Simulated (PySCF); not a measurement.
Cl₂Se, charge +1, quartet, at a GFN2-xTB geometry of the parent state (a state made from the parent by changing its charge; the spin is typed, not shown lowest); PySCF with PBE0/def2-SVP.

PySCF was given this input:
```python
from pyscf import gto, scf, dft

mol = gto.M(
    atom='''
Se    0.00136488    0.00124916    0.68646471
Cl    1.04133364    1.25945705   -0.69083200
Cl   -1.04406340   -1.26195537   -0.68209743
''',
    basis='def2-svp',
    charge=1,
    spin=3,
    verbose=4,
)

mf = dft.UKS(mol)
mf.xc = 'pbe0'
mf.kernel()
mf.analyze()
```

Task: What does PySCF print? Leave out banner, timings and long lists.

Result: 
```
PySCF version 2.14.0

[INPUT] verbose = 4
[INPUT] num. atoms = 3
[INPUT] num. electrons = 67
[INPUT] charge = 1
[INPUT] spin (= nelec alpha-beta = 2S) = 3
[INPUT] symmetry False subgroup None
[INPUT] Mole.unit = angstrom
[INPUT] Symbol           X                Y                Z      unit          X                Y                Z       unit  Magmom
[...]
nuclear repulsion = 333.157630081778
number of shells = 28
number of NR pGTOs = 146
number of NR cGTOs = 68
basis = def2-svp
ecp = {}

******** <class 'pyscf.dft.uks.UKS'> ********
method = UKS
initial guess = minao
damping factor = 0
level_shift factor = 0
DIIS = <class 'pyscf.scf.diis.CDIIS'>
diis_start_cycle = 1
diis_space = 8
diis_damp = 0
SCF conv_tol = 1e-09
SCF conv_tol_grad = None
SCF max_cycles = 50
direct_scf = True
direct_scf_tol = 1e-13
number electrons alpha = 35  beta = 32
XC library pyscf.dft.libxc version 7.1.2
    S. Lehtola, C. Steigemann, M. J. T. Oliveira, and M. A. L. Marques,  SoftwareX 7, 1–5 (2018)
XC functionals = pbe0
    C. Adamo and V. Barone,  J. Chem. Phys. 110, 6158 (1999)
    M. Ernzerhof and G. E. Scuseria,  J. Chem. Phys. 110, 5029 (1999)
radial grids:
    Treutler-Ahlrichs [JCP 102, 346 (1995); DOI:10.1063/1.469408] (M4) radial grids

becke partition: Becke, JCP 88, 2547 (1988); DOI:10.1063/1.454033
pruning grids: <function nwchem_prune>
grids dens level: 3
symmetrized grids: False
atomic radii adjust function: <function treutler_atomic_radii_adjust>
small_rho_cutoff = 0
Set gradient conv threshold to 3.16228e-05
tot grids = 58184
init E= -3320.14225324971

cycle= 1 E= -3320.24740937079  delta_E= -0.105  |g|= 0.23  |ddm|= 2.15

cycle= 2 E= -3320.24722336172  delta_E= 0.000186  |g|= 0.257  |ddm|= 0.701

cycle= 3 E= -3320.27741916573  delta_E= -0.0302  |g|= 0.0497  |ddm|= 0.341

cycle= 4 E= -3320.27871453602  delta_E= -0.0013  |g|= 0.0108  |ddm|= 0.0738

cycle= 5 E= -3320.27881735789  delta_E= -0.000103  |g|= 0.00406  |ddm|= 0.0226

cycle= 6 E= -3320.27883222898  delta_E= -1.49e-05  |g|= 0.000786  |ddm|= 0.00746

cycle= 7 E= -3320.27883329901  delta_E= -1.07e-06  |g|= 0.000346  |ddm|= 0.00225

cycle= 8 E= -3320.27883329841  delta_E= 6.07e-10  |g|= 0.000489  |ddm|= 0.00129

cycle= 9 E= -3320.27883346717  delta_E= -1.69e-07  |g|= 0.000128  |ddm|= 0.000947

cycle= 10 E= -3320.2788334829  delta_E= -1.57e-08  |g|= 1.54e-05  |ddm|= 0.000269

cycle= 11 E= -3320.27883348315  delta_E= -2.48e-10  |g|= 5.75e-06  |ddm|= 2.81e-05

[...]
converged SCF energy = -3320.27883348318  <S^2> = 3.7547228  2S+1 = 4.0023607
Total Energy =                       -3320.278833483179824
[...]
spin_pop of  0 Se 3dz^2    -0.00005
spin_pop of  0 Se 3dxz     -0.00004
spin_pop of  0 Se 3dx2-y2   -0.00004
spin_pop of  0 Se 4dxy      0.00486
spin_pop of  0 Se 4dyz      0.00033
spin_pop of  0 Se 4dz^2    -0.00172
spin_pop of  0 Se 4dxz      0.00035
spin_pop of  0 Se 4dx2-y2   -0.00037
spin_pop of  0 Se 5dxy      0.00013
spin_pop of  0 Se 5dyz      0.00005
spin_pop of  0 Se 5dz^2     0.00001
spin_pop of  0 Se 5dxz      0.00004
spin_pop of  0 Se 5dx2-y2    0.00001
spin_pop of  1 Cl 1s       -0.00000
spin_pop of  1 Cl 2s       -0.00000
spin_pop of  1 Cl 3s        0.01765
spin_pop of  1 Cl 4s        0.00231
spin_pop of  1 Cl 2px       0.00001
spin_pop of  1 Cl 2py       0.00001
spin_pop of  1 Cl 2pz       0.00001
spin_pop of  1 Cl 3px       0.27746
spin_pop of  1 Cl 3py       0.35520
spin_pop of  1 Cl 3pz       0.17285
spin_pop of  1 Cl 4px       0.00090
spin_pop of  1 Cl 4py       0.00108
spin_pop of  1 Cl 4pz       0.00076
spin_pop of  1 Cl 3dxy      0.00084
spin_pop of  1 Cl 3dyz      0.00047
spin_pop of  1 Cl 3dz^2     0.00087
spin_pop of  1 Cl 3dxz      0.00032
spin_pop of  1 Cl 3dx2-y2    0.00011
spin_pop of  2 Cl 1s       -0.00000
spin_pop of  2 Cl 2s       -0.00000
spin_pop of  2 Cl 3s        0.01765
spin_pop of  2 Cl 4s        0.00231
spin_pop of  2 Cl 2px       0.00001
spin_pop of  2 Cl 2py       0.00001
spin_pop of  2 Cl 2pz       0.00001
spin_pop of  2 Cl 3px       0.27662
spin_pop of  2 Cl 3py       0.35426
spin_pop of  2 Cl 3pz       0.17463
spin_pop of  2 Cl 4px       0.00090
spin_pop of  2 Cl 4py       0.00108
spin_pop of  2 Cl 4pz       0.00076
spin_pop of  2 Cl 3dxy      0.00085
spin_pop of  2 Cl 3dyz      0.00046
spin_pop of  2 Cl 3dz^2     0.00089
spin_pop of  2 Cl 3dxz      0.00031
spin_pop of  2 Cl 3dx2-y2    0.00011
 ** Mulliken Spin Density (per atom)  **
spin density of  0 Se =      1.33831
spin density of  1 Cl =      0.83085
spin density of  2 Cl =      0.83085
 ** Mulliken pop alpha/beta on meta-lowdin orthogonal AOs **
 ** Mulliken pop       alpha | beta **
In total            35.00000 | 32.00000
 ** Mulliken atomic charges   ( Nelec_alpha | Nelec_beta ) **
charge of  0Se =      0.60438  (    17.36696     16.02866 )
charge of  1Cl =      0.19781  (     8.81652      7.98567 )
charge of  2Cl =      0.19781  (     8.81652      7.98567 )

WARN: System has nonzero charge 1; the dipole moment is origin-dependent.
Location of origin: [0. 0. 0.]

Dipole moment(X, Y, Z, Debye):  0.00025,  0.00023,  0.12250
```
